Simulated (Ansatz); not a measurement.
# K⁺ ··· BCl$_{3}$

The pair of K⁺ (SMILES [K+], atom 1) and BCl$_{3}$ (SMILES ClB(Cl)Cl, atoms 2–5), both closed shells, in one local arrangement (a lower one may exist), relaxed at PBE0-D4/def2-TZVP:

```csv
atom,x (Å),y (Å),z (Å)
K1,0.0866,-0.3183,-2.9967
Cl2,1.0668,1.0490,-0.2076
B3,-0.0225,0.0826,0.7769
Cl4,-0.0721,0.2631,2.4708
Cl5,-1.0589,-1.0762,-0.0433
```

Computed with Ansatz 0.2.0 (basis: def2-TZVPPD, with def2-QZVPPD for the basis limit); correlated methods freeze the cores. The outer core shell of Li, Na, Mg and K is correlated. The def2 sets are not built for correlating such inner shells, so the correlated values are less sure here. B3LYP uses VWN-RPA correlation. Extrapolation: Hartree–Fock as exp(−7.88 √X), correlation as X^−2.97. Interaction energies count from these two fragments, frozen as in the pair, with the counterpoise correction; negative means bound.

(1) What is the interaction energy by CCSD(T) at an estimated basis limit (MP2 extrapolated from triple and quadruple zeta, plus CCSD(T) − MP2 in triple zeta)? (An estimate is asked for; the value comes from the calculation.)

T1 diagnostic: at most 0.012.

Answers

(1) By the calculation: -42.0 kJ/mol. Hartree–Fock alone gives -30.9 kJ/mol at the basis limit. It counts from the two fragments frozen as in the pair.

The same quantity by other methods in triple zeta, and each one's difference from that estimate:
```json
{"method": "PBE-D4", "E_int (kJ/mol)": "-43.2", "difference": "-1.2"}
{"method": "revPBE-D4", "E_int (kJ/mol)": "-39.5", "difference": "2.4"}
{"method": "BLYP-D4", "E_int (kJ/mol)": "-42.4", "difference": "-0.5"}
{"method": "r2SCAN-D4", "E_int (kJ/mol)": "-40.4", "difference": "1.5"}
{"method": "B97M-V", "E_int (kJ/mol)": "-41.4", "difference": "0.6"}
{"method": "PBE0-D4", "E_int (kJ/mol)": "-41.8", "difference": "0.2"}
{"method": "B3LYP-D4", "E_int (kJ/mol)": "-42.6", "difference": "-0.6"}
{"method": "HSE06-D4", "E_int (kJ/mol)": "-41.8", "difference": "0.1"}
{"method": "wB97X-V", "E_int (kJ/mol)": "-41.2", "difference": "0.7"}
{"method": "wB97M-V", "E_int (kJ/mol)": "-41.9", "difference": "0.1"}
{"method": "B2PLYP", "E_int (kJ/mol)": "-37.6", "difference": "4.4"}
{"method": "HF", "E_int (kJ/mol)": "-30.2", "difference": "11.7"}
{"method": "MP2", "E_int (kJ/mol)": "-38.2", "difference": "3.8"}
{"method": "CCSD", "E_int (kJ/mol)": "-36.2", "difference": "5.8"}
{"method": "CCSD(T)", "E_int (kJ/mol)": "-37.0", "difference": "5.0"}
```
Differences are method less estimate.

Energy to bend the free fragments (PBE0-D4 minima) into their shapes in the pair, CCSD(T)/def2-TZVPPD: BCl$_{3}$ 2.0 kJ/mol. This must be added to the interaction energy to get the binding energy from relaxed fragments.

Basis-set superposition shift (counterpoise-corrected less uncorrected): CCSD(T) 3.8; MP2 3.5; HF 0.4; PBE0-D4 0.7; wB97M-V 0.6 kJ/mol.

For scale, one of the runs: CCSD(T)/def2-TZVPPD, 226 basis functions, launched by `ansatz run in.yaml --threads 4 --pin off --events-out ev --progress --plain --max-ram 9574MiB`. Hardware: 4 CPU threads of an Arm Neoverse V1, shared host. Wall time 44 s; peak host memory 2.3 GiB.
